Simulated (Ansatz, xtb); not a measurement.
Worked example: C3H7F + SnH3(NH2) → C3H9N + SnH3F

Species: C3H7F (2-fluoropropane) `CC(C)F`, singlet; SnH3(NH2), singlet; C3H9N (isopropylamine) `CC(C)N`, singlet; SnH3F `[F][SnH3]`, singlet. The partners trade F for NH2: C–F and Sn–NH2 bonds give way to C–NH2 and Sn–F.

Shapes, held fixed at every level: PBE0-D4/def2-TZVP. Flexible molecules stand in one conformer, not always the lowest. Programs: Ansatz 0.2.0, xtb 6.7.1, xtb 6.7.1 later snapshot. The zero-point and thermal change to 298 K, harmonic and unscaled (PBE0-D4/def2-TZVP), is +3.5 kJ/mol.

At CCSD(T)/def2-TZVPP; 1 Eh = 2625.50 kJ/mol:

```
  species  energy (Eh)
    C3H7F  -218.057166
SnH3(NH2)  -271.311971
    C3H9N  -174.187936
    SnH3F  -315.202823
```

Question: Work out ΔH(298 K) of the reaction at this level.

Answer: 
1. Products less reactants: (-174.187936) + (-315.202823) − [(-218.057166) + (-271.311971)] = -0.021622 Eh = -56.8 kJ/mol.
2. With the thermal change: -56.8 + (+3.5) = -53.3 kJ/mol.

Other levels give -68.5 (MP2/def2-SVP) to -53.5 kJ/mol (CCSD/def2-TZVPP). No measured value is set beside it here. For atoms past krypton def2 sets carry core potentials with scalar relativity. Correlated rows may include outer-core shells of Sn, which these sets cover unevenly.
